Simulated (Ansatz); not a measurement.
Basis sets compared for the cluster Be₅⁻. Total charge -1; doublet. Geometry PBE0/def2-TZVPD. Ansatz on 4 threads of Arm Neoverse V1 on a shared host; times are rough, and most runs start from earlier orbitals.

Cartesian coordinates in Å:
```
Be 0.945 -0.175 -0.703
Be 0.291 -1.321 0.913
Be -0.479 1.349 -0.785
Be 0.268 0.696 0.974
Be -1.024 -0.550 -0.400
```

At PBE/def2-SVPD, PBE/def2-TZVPD the highest occupied level of the charge -1 doublet lies above zero (up to 0.48 eV). By energy differences its removal costs 1.75 eV (vertical, to the charge 0 singlet, at PBE/def2-TZVPD); a positive level beside a positive removal energy at the same level points to self-interaction error. The structure comes from a short search, and lower isomers may exist.

```tsv
level	functions	energy (Eh)	HOMO (eV)	LUMO (eV)	wall time
PBE/def2-SVPD	60	-73.3859	0.44	1.10	0.8 s
PBE0/def2-SVPD	60	-73.4001	-0.41	1.71	1.4 s
```

Estimate the rows for PBE/def2-TZVPD, PBE0/def2-TZVPD.


```
          level  functions  energy (Eh)  HOMO (eV)  LUMO (eV)  wall time
 PBE/def2-TZVPD        110     -73.4617       0.48       1.15      1.2 s
PBE0/def2-TZVPD        110     -73.4779      -0.35       1.77        5 s
```
